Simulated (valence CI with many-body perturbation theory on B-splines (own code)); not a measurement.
# Tl XVII: one-electron terms

Method: configuration interaction combined with many-body perturbation theory (CI+MBPT): five valence electrons over a frozen Dirac-Fock core [Kr] 4d10 4f14, a basis of 11 s, 11 p, 10 d, 8 f, 5 g, 2 h functions for each j, with the one-electron correlation potential Σ1, the two-electron term Σ2, the three-electron term Σ3, Breit, model QED; selected CI, second order for the rest, scaled by the run's own slope (own B-spline code, finite nucleus).

No measured levels were compared; by estimate levels hold to about 250 cm⁻¹ or 0.2 % of their energy and the worst to 1 %, as in measured heavy ions of charge 2 to 7. The list stops below the first excitations out of the core. Only levels of the ground parity were solved; by the run's estimate the other parity begins above the list, which can be wrong where configurations are misplaced.

These are the spectroscopic orbitals of the CI (the correlating ones are not listed), shaped by the core and the other valence electrons. h is the expectation value of the core's Dirac-Fock operator, without the valence repulsion; Σ1 is computed up to l = 3 at one energy for each symmetry, that of its lowest orbital but kept below the first core excitation, so for empty shells it is not the orbital's own correlation shift; Breit and QED include the response of the core.

```
Orbital  h (hartree)  Σ1 (cm⁻¹)  Breit (cm⁻¹)  QED (cm⁻¹)  ⟨r⟩ (bohr)
  5s1/2      -20.325     -23054          3284        2864      0.8271
  6s1/2       -11.69      -6593          1282        1107       1.465
  7s1/2      -7.6316      -2906           627         548       2.282
  8s1/2      -5.3839      -1583           361         315       3.270
  9s1/2      -4.0035       -967           227         199       4.433
 10s1/2      -3.0941       -636           153         133       5.772
  5p1/2       -18.62     -21008          4912         173      0.8634
  6p1/2      -10.887      -6056          1907        64.7       1.542
  7p1/2      -7.1966      -2778           968        33.0       2.388
  8p1/2      -5.1212      -1544           568        19.3       3.408
  9p1/2      -3.8328       -956           362        12.3       4.603
 10p1/2      -2.9771       -635           245         8.3       5.974
  5p3/2      -17.545     -17108          2564         360      0.9217
  6p3/2      -10.415      -5220          1035         144       1.617
  7p3/2      -6.9435      -2450           597        74.7       2.479
  8p3/2      -4.9691      -1379           354        44.2       3.515
  9p3/2      -3.7342       -861           227        28.4       4.727
 10p3/2      -2.9094       -576           155        19.3       6.116
  5d3/2      -14.853     -12564          1511        -105       1.014
  6d3/2      -9.1174      -4231           650       -45.4       1.781
  7d3/2      -6.2216      -2131           359       -25.1       2.704
  8d3/2      -4.5249      -1249           220       -15.4       3.802
  9d3/2      -3.4414       -800           145       -10.1       5.077
  5d5/2      -14.655     -11881           911       -17.7       1.031
  6d5/2      -9.0252      -4069           393        -8.3       1.801
  7d5/2      -6.1701      -2060           222        -4.7       2.728
  8d5/2       -4.493      -1210           136        -2.9       3.831
  9d5/2      -3.4203       -777          89.7        -1.9       5.109
  5f5/2      -11.444      -6682           184       -59.1       1.228
  6f5/2      -7.4683      -3013           103       -31.2       2.083
  7f5/2      -5.2823      -1691          62.9       -18.5       3.103
  8f5/2      -3.9371      -1055          41.1       -11.9       4.297
  5f7/2        -11.4      -6543         -18.8       -35.9       1.235
  6f7/2       -7.446      -2962          -7.8       -19.2       2.090
  7f7/2      -5.2694      -1665          -3.6       -11.4       3.111
  8f7/2      -3.9289      -1040          -2.1        -7.4       4.307
  5g7/2      -8.8168                      9.7         0.4       1.494
  6g7/2      -6.1456                      6.7        -0.1       2.421
  7g7/2      -4.5087                      4.1        -0.3       3.534
  5g9/2      -8.8176                    -10.6         2.6       1.493
  6g9/2      -6.1457                    -12.6         1.3       2.421
  7g9/2      -4.5086                    -10.6         0.6       3.534
  6h9/2      -5.9222                                            2.277
 6h11/2      -5.9217                                            2.278
```

Among the shells of the start configuration 5s2 5p3, Σ1 is largest in size for 5s1/2, where it is 0.52 % of h.

Lowest root of each symmetry, sizes in configuration state functions:

```tsv
J	Parity	Roots	Reference	Variational	Second order	Change by selected CI (cm⁻¹)	Change by second order (cm⁻¹)
1/2	odd	1	68	16036	576252	-9910	-43
3/2	odd	3	107	31254	1552683	-8871	-40
5/2	odd	1	103	24608	1289311	-8782	-64
```
